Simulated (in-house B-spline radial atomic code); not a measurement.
A fraction x of an electron is removed from 3d in Mo II (Mo+), starting from [Kr] 4d5 and keeping the highest spin. Level of theory: scalar-relativistic (X2C) AM05, spin-polarised, spherical fractional occupations, Fermi nucleus of rms radius 4.4091 fm; calculated with a radial B-spline atomic code at the basis-set limit.

```csv
x,E(x) - E(0) (eV),3d down level (eV)
0,0.0000,-226.741
0.07,15.9449,-228.830
0.16,?,?
0.32,74.0987,-236.439
0.42,97.8977,-239.545
0.5,?,?
0.55,129.3037,-243.634
0.7,166.2070,-248.421
0.87,208.9056,-253.931
0.98,237.0364,-257.544
1,242.1939,-258.204
```

What belongs in the row x = 0.16?

An energy change of 36.6614 eV; 3d down at -231.543 eV.

What belongs in the row x = 0.5?

An energy change of 117.1615 eV; 3d down at -242.055 eV.

Check Janak's theorem between x = 0.32 and 0.42.

The slope of the energy is 237.99 eV; the orbital levels give 237.99 eV (-ε of the emptying orbital, averaged over the two points).
